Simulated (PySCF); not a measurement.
C₄H₇ (SMILES [CH]=C(C)C), doublet (typed; the unrestricted solution is spin-contaminated), geometry from GFN2-xTB; CCSD(T)/STO-3G (PySCF).

The PySCF input:
```python
from pyscf import gto, scf, cc

mol = gto.M(
    atom='''
C    -0.583258    1.373173    0.146111
C    -0.059427    0.196428    0.020727
C     1.426492   -0.044548   -0.014924
C    -0.885523   -1.076578   -0.104837
H    -1.544923    1.825355    0.199792
H     1.971176    0.890456    0.077750
H     1.716692   -0.705331    0.801046
H     1.704003   -0.524102   -0.952833
H    -1.948959   -0.856828   -0.074436
H    -0.650208   -1.569295   -1.046637
H    -0.637479   -1.751104    0.712854
''',
    basis='sto-3g',
    charge=0,
    spin=1,
    verbose=4,
)

mf = scf.UHF(mol)
mf.kernel()

mycc = cc.CCSD(mf, frozen=4)
mycc.kernel()
et = mycc.ccsd_t()
print('E(CCSD(T)) = %.10f' % (mycc.e_tot + et))
```

Output, abridged:

```
PySCF version 2.14.0

[INPUT] verbose = 4
[INPUT] num. atoms = 11
[INPUT] num. electrons = 31
[INPUT] charge = 0
[INPUT] spin (= nelec alpha-beta = 2S) = 1
[INPUT] symmetry False subgroup None
[INPUT] Mole.unit = angstrom
[INPUT] Symbol           X                Y                Z      unit          X                Y                Z       unit  Magmom
[...]
nuclear repulsion = 112.515231730664
number of shells = 19
number of NR pGTOs = 81
number of NR cGTOs = 27
basis = sto-3g
ecp = {}

******** <class 'pyscf.scf.uhf.UHF'> ********
method = UHF
initial guess = minao
damping factor = 0
level_shift factor = 0
DIIS = <class 'pyscf.scf.diis.CDIIS'>
diis_start_cycle = 1
diis_space = 8
diis_damp = 0
SCF conv_tol = 1e-09
SCF conv_tol_grad = None
SCF max_cycles = 50
direct_scf = True
direct_scf_tol = 1e-13
number electrons alpha = 16  beta = 15
Set gradient conv threshold to 3.16228e-05
init E= -154.201673082796

cycle= 1 E= -153.539056579621  delta_E= 0.663  |g|= 0.196  |ddm|= 2.81
cycle= 2 E= -153.580075868627  delta_E= -0.041  |g|= 0.0781  |ddm|= 0.368
cycle= 3 E= -153.586460926239  delta_E= -0.00639  |g|= 0.0385  |ddm|= 0.154
cycle= 4 E= -153.588635097222  delta_E= -0.00217  |g|= 0.0222  |ddm|= 0.0684
cycle= 5 E= -153.590224628497  delta_E= -0.00159  |g|= 0.0212  |ddm|= 0.0594
cycle= 6 E= -153.59197168063  delta_E= -0.00175  |g|= 0.0208  |ddm|= 0.0665
cycle= 7 E= -153.596105855122  delta_E= -0.00413  |g|= 0.0174  |ddm|= 0.169
cycle= 8 E= -153.595866039373  delta_E= 0.00024  |g|= 0.0286  |ddm|= 0.476
cycle= 9 E= -153.597002082408  delta_E= -0.00114  |g|= 0.0155  |ddm|= 0.433
cycle= 10 E= -153.599052650899  delta_E= -0.00205  |g|= 0.00663  |ddm|= 0.143
cycle= 11 E= -153.599368567912  delta_E= -0.000316  |g|= 0.000807  |ddm|= 0.0823
cycle= 12 E= -153.599371670658  delta_E= -3.1e-06  |g|= 0.000325  |ddm|= 0.0108
cycle= 13 E= -153.599372269603  delta_E= -5.99e-07  |g|= 6.4e-05  |ddm|= 0.00373
cycle= 14 E= -153.599372219606  delta_E= 5e-08  |g|= 0.000108  |ddm|= 0.00052
cycle= 15 E= -153.599372276369  delta_E= -5.68e-08  |g|= 4.87e-05  |ddm|= 0.00157
cycle= 16 E= -153.599372291063  delta_E= -1.47e-08  |g|= 3.8e-06  |ddm|= 0.000455
cycle= 17 E= -153.599372291089  delta_E= -2.59e-11  |g|= 3.03e-06  |ddm|= 6.64e-05
Extra cycle  E= -153.59937229111  delta_E= -2.13e-11  |g|= 2.38e-06  |ddm|= 6.28e-06
converged SCF energy = -153.59937229111  <S^2> = 1.0799772  2S+1 = 2.3064927

******** <class 'pyscf.cc.uccsd.UCCSD'> ********
CC2 = 0
CCSD nocc = (np.int64(12), np.int64(11)), nmo = (23, 23)
frozen orbitals 4
max_cycle = 50
direct = 0
conv_tol = 1e-07
conv_tol_normt = 1e-06
diis_space = 6
diis_start_cycle = 0
diis_start_energy_diff = 1e+09
Init t2, MP2 energy = -0.180723792088314
Init E_corr(UCCSD) = -0.180723792096188
cycle = 1  E_corr(UCCSD) = -0.221030644339351  dE = -0.0403068522  norm(t1,t2) = 0.0929615
cycle = 2  E_corr(UCCSD) = -0.236241762486694  dE = -0.0152111181  norm(t1,t2) = 0.0564426
cycle = 3  E_corr(UCCSD) = -0.255721257999853  dE = -0.0194794955  norm(t1,t2) = 0.0415497
cycle = 4  E_corr(UCCSD) = -0.257525215956996  dE = -0.00180395796  norm(t1,t2) = 0.0193681
cycle = 5  E_corr(UCCSD) = -0.258080759707928  dE = -0.000555543751  norm(t1,t2) = 0.00640064
cycle = 6  E_corr(UCCSD) = -0.258219489103376  dE = -0.000138729395  norm(t1,t2) = 0.00361617
cycle = 7  E_corr(UCCSD) = -0.258348158089204  dE = -0.000128668986  norm(t1,t2) = 0.00192632
cycle = 8  E_corr(UCCSD) = -0.258461995952684  dE = -0.000113837863  norm(t1,t2) = 0.000697181
cycle = 9  E_corr(UCCSD) = -0.258490885667607  dE = -2.88897149e-05  norm(t1,t2) = 0.000227528
cycle = 10  E_corr(UCCSD) = -0.258489923245158  dE = 9.6242245e-07  norm(t1,t2) = 8.02174e-05
cycle = 11  E_corr(UCCSD) = -0.258486434232488  dE = 3.48901267e-06  norm(t1,t2) = 3.04439e-05
cycle = 12  E_corr(UCCSD) = -0.258485337845496  dE = 1.09638699e-06  norm(t1,t2) = 1.0148e-05
cycle = 13  E_corr(UCCSD) = -0.258485245141883  dE = 9.27036133e-08  norm(t1,t2) = 4.74703e-06
cycle = 14  E_corr(UCCSD) = -0.258485218053541  dE = 2.70883419e-08  norm(t1,t2) = 2.55347e-06
cycle = 15  E_corr(UCCSD) = -0.258485140554017  dE = 7.74995239e-08  norm(t1,t2) = 1.57462e-06
cycle = 16  E_corr(UCCSD) = -0.258485006646795  dE = 1.33907221e-07  norm(t1,t2) = 1.07256e-06
cycle = 17  E_corr(UCCSD) = -0.258484892743989  dE = 1.13902806e-07  norm(t1,t2) = 6.4289e-07
cycle = 18  E_corr(UCCSD) = -0.258484843795724  dE = 4.89482654e-08  norm(t1,t2) = 3.12498e-07
UCCSD converged
E(UCCSD) = -153.8578571349062  E_corr = -0.2584848437957236
UCCSD(T) correction = -0.00221604631850749
E(CCSD(T)) = -153.8600731812
```
